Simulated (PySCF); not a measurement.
diphosphane (H4P2), SMILES PP. Atoms are numbered in the order given.

```xyz
6

P     -1.1119    -0.1310     0.0000
P      1.1119     0.1310     0.0000
H     -1.3143     0.8310     1.0235
H     -1.3143     0.8310    -1.0235
H      1.3143    -0.8310     1.0235
H      1.3143    -0.8310    -1.0235
```

The structure is a stationary point at TPSSh-D3(BJ)/def2-TZVP.

These are PBE/def2-TZVPD (PySCF) values and carry that method's errors.

Symmetry labels are those of the subgroup C2h that the program uses (full group C2h).

Computed valence orbital energies around the gap with their symmetry:
```tsv
orbital	symmetry	energy (eV)
HOMO−7	Bu	-122.99
HOMO−6	Ag	-16.98
HOMO−5	Bu	-14.53
HOMO−4	Au	-10.15
HOMO−3	Bg	-8.96
HOMO−2	Ag	-8.42
HOMO−1	Bu	-7.96
HOMO	Ag	-5.86
LUMO	Bu	-1.23
LUMO+1	Ag	-0.79
LUMO+2	Bg	-0.54
LUMO+3	Au	-0.29
```
